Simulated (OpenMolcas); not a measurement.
A run on Pd2+ among 6 point charges of -1.7 e arranged as a trigonal antiprism (D3d), 2.26 Å from the ion, with a polar angle of 47.1° against the regular 54.74°.

- Program: OpenMolcas 26.06
- Method: SS-CASPT2, IPEA 0.25 Eh, imaginary shift 0.1 Eh (closed shells correlated: 4s 4p)
- Basis: ANO-RCC-VDZP [6s5p3d1f]
- Scalar Hamiltonian: DKH2, point nucleus
- Active space: 8 electrons in 5 orbitals (4d)
- State averaging: 2S+1 = 3 even, 10 roots; 2S+1 = 1 even, 15 roots
- Spin-orbit coupling: RASSI with atomic mean-field integrals over the reference wave functions

First CASPT2 step and the start of its output:

```
&CASPT2
Multistate=10 1 2 3 4 5 6 7 8 9 10
NoMult
Frozen=8 6
IPEA=0.25
Imaginary=0.1
MaxIter=60
WThr=0.0 0.3 0.05
PrWF=0.5
NoMix
```

```
--- CASPT2 ---
Orbital specifications:
      -----------------------

      Symmetry species                           1   2
                                                ag  au
      Frozen orbitals                            8   6
      Inactive orbitals                          1   3
      Active orbitals                            5   0
      Secondary orbitals                         7  13
      Deleted orbitals                           0   0
      Number of basis functions                 21  22
Type of calculation                        SS-CASPT2
      Fock operator                              state-specific
      IPEA shift                                 0.25
      Real shift                                 0.00
      Imaginary shift                            0.10
      The input orbitals will be transformed to quasi-canonical
Reference energy:       -5045.8492993695
      E2 (Non-variational):      -0.3997390106
      Shift correction:          -0.0043245782
      E2 (Variational):          -0.4040635887
      Total energy:           -5046.2533629582
      Residual norm:              0.0000005772
      Reference weight:           0.82424
      Contributions to the CASPT2 correlation energy
      Active & Virtual Only:         -0.2177352300
      One Inactive Excited:          -0.1320225958
      Two Inactive Excited:          -0.0499811847
Reference energy:       -5045.8359759186
      E2 (Non-variational):      -0.3986094689
      Shift correction:          -0.0044590128
      E2 (Variational):          -0.4030684817
      Total energy:           -5046.2390444003
      Residual norm:              0.0000000184
      Reference weight:           0.82185
      Contributions to the CASPT2 correlation energy
      Active & Virtual Only:         -0.2168698233
...
```

Over all roots the printed reference weights run from 0.63 to 0.90, and roots that are degenerate in the reference spread by up to 5000 cm-1.

**Question.** Did the run give usable levels, and if not, why?

**Answer.** No. The equations converged, but the reference weight falls to 0.63 for at least one root against 0.90 for the best. A drop of that size marks an intruder state, so the energies of such roots and the levels built on them can't be trusted.
